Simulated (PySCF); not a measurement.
**Worked example: oscillator strength and radiative lifetime**

2-(furan-2-yl)-1,3,4-oxadiazole (C6H4N2O2), SMILES c1coc(-c2nnco2)c1.

The structure is a stationary point at PBE0-D3(BJ)/def2-SVP. The values are those of a single conformer.

TDA-PBE/def2-SVPD (PySCF 2.14.0) puts the first singlet state with f over 0.02 at 4.76 eV (vertical), with the transition dipole (0.073, -2.132, 0.000) in atomic units.

Find the oscillator strength, the wavelength and the radiative lifetime that this transition would have in vacuum if emission retraced absorption.


|μ|² = 4.5508 au, so |μ| = 5.42 D. ΔE = 4.76/27.211 = 0.1749 hartree. f = (2/3) ΔE |μ|² = 0.531 (the program prints 0.531).
λ = 1239.84/4.76 = 260 nm; ν = 38392 cm⁻¹.
Einstein's coefficient A = 0.6670 ν² f s⁻¹ (ν in cm⁻¹) = 5.2e8 s⁻¹, so τ = 1/A = 1.9 ns. This state is S2; the lower singlet has f = 0.001. The figure is the radiative limit of this one transition; relaxation, internal conversion, crossing to triplets and a medium change what is measured.
